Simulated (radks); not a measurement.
Radial electron density D(r) = 4 pi r^2 rho(r) of an atom or ion with 22 electrons. Calculated with a radial shooting solver on a logarithmic mesh with Libxc functionals: scalar-relativistic Kohn-Sham, PBE, spin-unpolarised, spherical densities, finite nucleus; Fermi nuclear charge, rms radius of each element as measured or else 0.836 A^(1/3) + 0.57 fm.

| r (bohr) | D(r) (e/bohr) |
|---|---|
| 0.004018 | 1.692 |
| 0.004566 | 2.120 |
| 0.005232 | 2.684 |
| 0.005946 | 3.337 |
| 0.006812 | 4.183 |
| 0.007743 | 5.148 |
| 0.0088 | 6.296 |
| 0.01008 | 7.738 |
| 0.01146 | 9.321 |
| 0.01313 | 11.25 |
| 0.01492 | 13.28 |
| 0.01696 | 15.51 |
| 0.01943 | 18.02 |
| 0.02208 | 20.44 |
| 0.0253 | 22.95 |
| 0.02875 | 25.10 |
| 0.03268 | 26.88 |
| 0.03744 | 28.20 |
| 0.04255 | 28.76 |
| 0.04875 | 28.55 |
| 0.05541 | 27.63 |
| 0.06298 | 26.18 |
| 0.07215 | 24.40 |
| 0.082 | 22.92 |
| 0.09395 | 22.05 |
| 0.1068 | 22.25 |
| 0.1214 | 23.57 |
| 0.139 | 25.96 |
| 0.158 | 28.57 |
| 0.1796 | 30.71 |
| 0.2058 | 31.56 |
| 0.2339 | 30.40 |
| 0.2679 | 27.00 |
| 0.3045 | 22.35 |
| 0.3461 | 17.34 |
| 0.3965 | 12.94 |
| 0.4507 | 10.57 |
| 0.5163 | 10.13 |
| 0.5868 | 11.09 |
| 0.667 | 12.36 |
| 0.7641 | 12.95 |
| 0.8685 | 12.26 |
| 0.995 | 10.31 |
| 1.131 | 7.873 |
| 1.285 | 5.503 |
| 1.473 | 3.532 |
| 1.674 | 2.323 |
| 1.917 | 1.592 |
| 2.179 | 1.207 |
| 2.477 | 0.9340 |
| 2.838 | 0.6677 |
| 3.225 | 0.4337 |
| 3.695 | 0.2344 |
| 4.2 | 0.1107 |
| 4.773 | 0.04319 |
| 5.468 | 0.01246 |
| 6.215 | 0.002991 |
| 7.121 | 0.0004840 |

What is the nuclear charge?

Answer. Z = 24. The innermost maximum, from 1s, lies near gamma/Z bohr with gamma = sqrt(1 - (Z/c)^2) = 0.985, here 0.041 bohr (found: 0.0439), and its height grows with Z. The density is that of the chromium ion Cr2+ in [Ar] 3d2.5 4s1.5; the configuration itself is not fixed sharply by these data, and Z only to about a unit. D(r) has 3 maxima, at r = 0.0439, 0.204, 0.758 bohr, and minima at 0.0978, 0.496 bohr, inside which lie 2.12, 10.50 electrons.
